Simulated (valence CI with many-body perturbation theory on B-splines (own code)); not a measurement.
The numbers below are computed, except where a source is named.
# From CI to CI+MBPT in Te XXXIX

Method: relativistic CI+MBPT: four valence electrons over a frozen Dirac-Fock core [Ne], radial functions for each j: 11 s, 11 p, 9 d, 7 f, 5 g, 2 h, 1 i, with the one-electron correlation potential Σ1 (screened to all orders), the two-electron term Σ2, the three-electron term Σ3, Breit, model QED; selected single and double excitations, second order for the rest (own B-spline code, finite nucleus).

The last digits are not significant, and no measured levels were compared; by estimate large intervals hold to a few tenths of a per cent, small ones and those within an open d or f shell to about a per cent.

Each rung adds one term. CI alone is the Dirac-Coulomb CI over the frozen core; QED comes last and gives the full result, which names the levels. Energies are above (3s^2 3p1/2^2) J=0 on the same rung, in eV.

Levels are named by their leading jj configuration (3d3/2^4 stands for four electrons in 3d with j = 3/2), which in mixed levels can hold well under half, so a name can repeat and another be missing. Letters in brackets count levels of one name in rising energy.

```tsv
Level	CI alone	Σ1	Σ2	Σ3	Breit	QED	Full
(3s^2 3p1/2 3p3/2) J=1	61.79	+0.074	+0.068	+0.016	-1.003	+0.121	61.07
(3s^2 3p1/2 3p3/2) J=2	68.06	+0.076	+0.037	+0.003	-1.159	+0.125	67.14
(3s^2 3p3/2^2) J=2	134.18	+0.149	+0.103	+0.008	-2.082	+0.236	132.60
(3s^2 3p3/2^2) J=0	147.47	+0.149	+0.047	-0.023	-1.924	+0.227	145.94
(3s 3p1/2^2 3p3/2) J=2	158.19	-0.132	+0.094	+0.061	-0.160	-1.063	156.99
(3s 3p1/2^2 3p3/2) J=1	177.33	-0.129	-0.108	+0.041	-0.205	-0.969	175.96
(3s^2 3p1/2 3d3/2) J=2	202.58	-0.112	-0.105	-0.015	-1.549	-0.068	200.73
(3s 3p1/2 3p3/2^2) J=2 [a]	211.44	-0.059	+0.178	+0.066	-1.279	-0.711	209.64
(3s 3p1/2 3p3/2^2) J=3	220.96	-0.052	+0.056	+0.033	-1.760	-0.495	218.74
(3s^2 3p1/2 3d3/2) J=1	228.05	-0.112	-0.629	-0.094	-1.235	-0.258	225.72
(3s^2 3p1/2 3d5/2) J=2	236.95	-0.053	-0.322	-0.046	-1.707	-0.321	234.50
(3s^2 3p1/2 3d5/2) J=3	237.90	-0.050	-0.198	-0.034	-1.860	-0.392	235.37
(3s 3p1/2 3p3/2^2) J=0	238.12	-0.059	+0.065	+0.039	-1.007	-0.884	236.28
(3s 3p1/2 3p3/2^2) J=1 [a]	246.00	-0.058	-0.093	+0.021	-1.231	-0.809	243.83
(3s 3p1/2 3p3/2^2) J=2 [b]	251.04	-0.058	-0.357	-0.006	-1.416	-0.689	248.52
(3s 3p1/2 3p3/2^2) J=1 [b]	256.84	-0.063	-0.520	-0.001	-1.018	-0.941	254.30
(3s^2 3p3/2 3d5/2) J=2	285.33	+0.024	+0.059	+0.022	-2.760	-0.188	282.48
(3s^2 3p3/2 3d5/2) J=4	288.73	+0.030	-0.060	-0.031	-3.225	+0.121	285.57
(3s^2 3p3/2 3d3/2) J=2	289.86	-0.046	-0.648	-0.083	-2.233	-0.169	286.68
(3s^2 3p3/2 3d3/2) J=1	289.90	-0.041	-0.510	-0.074	-2.267	-0.099	286.90
(3s^2 3p3/2 3d3/2) J=3	290.52	-0.035	-0.480	-0.099	-2.642	+0.020	287.28
(3s^2 3p3/2 3d3/2) J=0	291.34	-0.040	-0.478	-0.089	-2.207	-0.032	288.50
(3s 3p1/2^2 3d3/2) J=1	300.83	-0.319	-0.124	+0.003	-0.427	-1.246	298.71
(3s 3p1/2^2 3d3/2) J=2	304.42	-0.314	-0.147	-0.001	-0.549	-1.262	302.14
(3s^2 3p3/2 3d5/2) J=3	313.78	+0.016	-0.577	-0.145	-3.045	+0.079	310.11
(3s^2 3p3/2 3d5/2) J=1	315.16	+0.025	-0.370	-0.122	-2.731	-0.072	311.89
(3s 3p3/2^3) J=2	320.86	+0.012	-0.511	-0.063	-2.303	-0.574	317.42
(3s 3p1/2^2 3d5/2) J=3	323.41	-0.253	-0.227	-0.015	-1.186	-1.199	320.53
(3s 3p1/2^2 3d5/2) J=2	328.78	-0.257	-0.184	+0.025	-0.865	-1.435	326.06
(3s 3p3/2^3) J=1	336.76	+0.009	-0.672	-0.077	-2.133	-0.699	333.19
(3s 3p1/2 3p3/2 3d3/2) J=2 [a]	349.05	-0.257	-0.174	+0.012	-0.995	-1.395	346.24
```

The middle columns are the shifts that each term adds.

Problem. How does the ionisation energy move along the ladder, and which term matters most?

Solution. CI alone 2703.8, + Σ1 2704.8, + Σ2 2704.8, + Σ3 2704.6, + Breit 2701.9, + QED 2702.0 eV. The largest step is Breit, -2.7 eV. NIST lists 2700 ± 4 eV (theoretical).
